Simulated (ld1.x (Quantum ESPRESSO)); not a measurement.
**Varying the RRKJ potential for strontium**

Base potential:

Sr (Z = 38), norm-conserving RRKJ (Kleinman–Bylander form), made with ld1.x (Quantum ESPRESSO) 7.5 (PBE, scalar-relativistic). Core [Ar] 3d10, reference 4s2 4p6 4d0 5s0 5p0 (charge +2). Waves: 4p (bound): rc 1.90 bohr; 4d (bound, empty): rc 1.90 bohr; 4s (bound): rc 2.25 bohr. Local part: the s channel. Core correction: none. rho0 = 0.005.

Cutoffs, loose and tight: the cutoffs (Ry, on a coarse ladder) from which the occupation-weighted sum of valence levels, in a spherical-Bessel basis at the reference potential, stays within 10 and 1 mRy of its value at 400 Ry. They do not see the model core or the augmentation charge, which bear on the density cutoff. Test errors are all-electron minus pseudo excitation energies from the reference, over the configurations 4s2 4p6 4d0 5s2 5p0; 4s2 4p6 4d0 5s1 5p0; 4s2 4p6 4d0 5s1.5 5p0; 4s2 4p6 4d0.5 5s1.5 5p0; 4s2 4p6 4d0 5s0 5p2; 4s2 4p5 4d0 5s2 5p0; 4s1 4p6 4d0 5s2 5p0. A dash means not determined; rows that change the core or the reference have their own tests. The largest error is taken over the tests solved by every variant that gives reliable tests at all: 4s1 4p6 4d0 5s2 5p0; 4s2 4p5 4d0 5s2 5p0; 4s2 4p6 4d0 5s1 5p0; 4s2 4p6 4d0 5s1.5 5p0; 4s2 4p6 4d0 5s2 5p0.

A true bound ghost makes a file unfit for plane-wave use even where its test errors are small: the radial tests pick states by their node count and pass the ghost by. Where a test does run into it, the solver fails or the error is huge.

```csv
change,outcome,"cutoff, loose","cutoff, tight",bound ghosts,largest test error (meV)
base,generated,35 Ry,45 Ry,d,+2978
"all radii scaled by about 0.78 (s 1.76, p 1.48, d 1.48 bohr)",generated,60 Ry,90 Ry,d,+743
"all radii scaled by about 0.84 (s 1.90, p 1.60, d 1.60 bohr)",generated,50 Ry,80 Ry,d,+1198
"all radii scaled by about 0.94 (s 2.10, p 1.78, d 1.78 bohr)",generated,40 Ry,50 Ry,d,+2102
"all radii scaled by about 1.08 (s 2.44, p 2.06, d 2.06 bohr)",generated,30 Ry,35 Ry,d,+3946
"all radii scaled by about 1.16 (s 2.60, p 2.20, d 2.20 bohr)",generated,15 Ry,30 Ry,d,+4899
"all radii scaled by about 1.23 (s 2.78, p 2.34, d 2.34 bohr)",generated,15 Ry,18 Ry,d,+5473
"all radii scaled by about 1.33 (s 2.98, p 2.52, d 2.52 bohr)",generated,15 Ry,18 Ry,d,+6164
"all radii scaled by about 1.38 (s 3.10, p 2.62, d 2.62 bohr)",generated,15 Ry,18 Ry,d,+6473
```

Reading the sweep of the scale of all radii (base = 1) (base included, trends over the rows without a ghost): Bound ghosts are found at 0.78, 0.84, 0.94, 1, 1.08, 1.16, 1.23, 1.33, 1.38. Every judged row has one, so this setting neither creates nor removes them.
